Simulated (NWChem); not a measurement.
System: PH, triplet; SMILES [PH]

Computed with NWChem. Spin-unrestricted. The geometry was optimised at PBE0/def2-SVP, spin-unrestricted. No stability test was run on the SCF state. Level TPSS/def2-SVP: energy and gradient; each run changes one setting, and changes count from the defaults (medium grid, exact Coulomb integrals, symmetry on).

```
setting                              size of the energy change (μHa)  largest change of a gradient component (μHa/bohr)
-----------------------------------  -------------------------------  -------------------------------------------------
defaults                                                        < 10                                               < 30
Coulomb fitting, Ahlrichs set                                     50                                                 60
Coulomb fitting, Weigend set                                     100                                                 80
coarse grid                                                       20                                               < 30
tight SCF thresholds and tolerances                             < 10                                               < 30
symmetry off                                                    < 10                                        other frame
```
